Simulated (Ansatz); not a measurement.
`NC[SiH2]Cl` + H₂S → `NCS` + `[SiH3]Cl`  (substitution at a C–Si bond)

Gas-phase electronic energies from Ansatz, PBE0-D4/def2-TZVP geometries. CCSD(T)/CBS is the MP2 limit (def2-TZVPP, def2-QZVPP) plus CCSD(T) − MP2 in def2-TZVPP, frozen cores. This one scheme is used for every species. DFT in def2-TZVPP. B3LYP here is the variant with VWN-RPA as its local correlation; programs differ in this. HSE06 is defined as in plane-wave codes. One conformer a species, not always the lowest.

`NC[SiH2]Cl`:

Z-matrix (Å, degrees):
```
C
Si 1 1.871
N 1 1.455 2 110.5
H 1 1.098 2 105.9 3 -118.1
H 1 1.102 2 109.0 3 127.8
Cl 2 2.066 1 108.2 3 -57.9
H 2 1.481 1 112.0 3 60.2
H 2 1.484 1 110.8 3 -175.6
H 3 1.012 1 111.3 2 180.0
H 3 1.012 1 110.8 2 60.6
```

H₂S:

```xyz
3

S    -0.556   -0.200    0.188
H    -0.144    0.835   -0.561
H     0.700   -0.635    0.373
```

`NCS`:

Z-matrix (Å, degrees):
```
C
S 1 1.811
N 1 1.444 2 112.7
H 1 1.097 2 107.3 3 -128.3
H 1 1.092 2 104.7 3 117.9
H 2 1.342 1 96.7 3 83.9
H 3 1.012 1 111.0 2 -65.0
H 3 1.014 1 110.4 2 175.5
```

`[SiH3]Cl`:

Z-matrix (Å, degrees):
```
Si
Cl 1 2.054
H 1 1.481 2 108.5
H 1 1.481 2 108.5 3 -120.0
H 1 1.481 2 108.5 3 120.0
```

```tsv
level	ΔE (kcal/mol)	difference from CCSD(T)/CBS
LDA (SPW92)	11.3	0.3
PBE-D4	10.6	-0.4
revPBE-D4	10.4	-0.6
BLYP-D4	10.6	-0.4
r2SCAN-D4	11.1	0.1
B97M-V	11.4	0.4
PBE0-D4	11.0	0.0
B3LYP-D4	10.9	-0.1
r2SCAN0-D4	11.3	0.3
HSE06-D4	10.9	-0.1
ωB97X-V	10.8	-0.2
ωB97M-V	11.5	0.5
B2PLYP	10.4	-0.6
PBE-QIDH	10.9	-0.1
PBE	9.9	-1.1
revPBE	9.3	-1.7
BLYP	9.3	-1.7
r2SCAN	10.8	-0.2
PBE0	10.3	-0.7
B3LYP	9.9	-1.1
r2SCANh	10.9	-0.1
r2SCAN0	11.0	0.0
HSE06	10.3	-0.7
CAM-B3LYP	10.5	-0.5
LC-ωPBE	11.2	0.2
RPA@PBE/def2-TZVPP	10.4	-0.6
MP2/def2-SVP	11.6	0.6
CCSD/def2-SVP	11.4	0.4
CCSD(T)/def2-SVP	11.2	0.2
HF/def2-TZVPP	9.4	-1.6
MP2/def2-TZVPP	11.2	0.2
SCS-MP2/def2-TZVPP	10.4	-0.6
CCSD/def2-TZVPP	11.2	0.2
CCSD(T)/def2-TZVPP	11.2	0.2
HF/def2-QZVPP	9.3	-1.7
MP2/def2-QZVPP	11.1	0.1
SCS-MP2/def2-QZVPP	10.4	-0.6
HF/CBS(def2)	9.3	-1.7
MP2/CBS(def2)	11.1	0.1
CCSD/CBS(def2)	11.1	0.1
CCSD(T)/CBS	11.0	0
```

Largest T1 diagnostic among the species: 0.010.

From BLYP to BHLYP (50 % exact exchange), in def2-TZVPP and without D4, ΔE moves by +0.9 kcal/mol. In def2-TZVPP, CCSD(T) changes the Hartree–Fock value by +1.7 kcal/mol (the triples alone add −0.1 kcal/mol) and MP2 by +1.8 kcal/mol. Leaving LDA and LC-ωPBE aside and taking each functional with its dispersion term where it has one, the values spread over 1.1 kcal/mol, from revPBE-D4 to ωB97M-V. LDA lies +1.4 kcal/mol from PBE without D4.
